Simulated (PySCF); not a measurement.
Vibration and rotation of TeO

PBE0 constants of TeO, ³Σ⁻ (triplet), unpaired electrons π ↑↑ (Te cc-pVTZ-PP with ECP28, O cc-pVTZ; scalar-relativistic core potentials (PySCF 2.14); masses 129.9062 and 15.9949 u):

* ωe: 848.1 cm⁻¹
* ωexe: 3.35 cm⁻¹
* Be: 0.35727 cm⁻¹
* αe: 0.00201 cm⁻¹
* D (centrifugal): 2.54e-07 cm⁻¹
* De to Te + O: 3.94 eV

Give the vibrational terms G(v) and spacings up to v = 6.

G(v) = ωe(v+½) − ωexe(v+½)².

```
v  G(v) (cm⁻¹)  G(v) − G(v−1)  Bv (cm⁻¹)
0        423.2                    0.3563
1       1264.6          841.4     0.3543
2       2099.3          834.7     0.3522
3       2927.3          828.0     0.3502
4       3748.6          821.3     0.3482
5       4563.2          814.6     0.3462
6       5371.1          807.9     0.3442
```

How well does the Morse estimate ωe²/(4ωexe) reproduce De, and what is D0?

It gives 6.66 eV, 169 % of the computed De. D0 = De − G(0) = 3.94 − 0.05 = 3.89 eV.

Spin–orbit coupling is left out, which matters for elements this heavy, above all for dissociation energies. The state is the lowest determinant that a PBE0 search found; another state may lie lower at other levels.
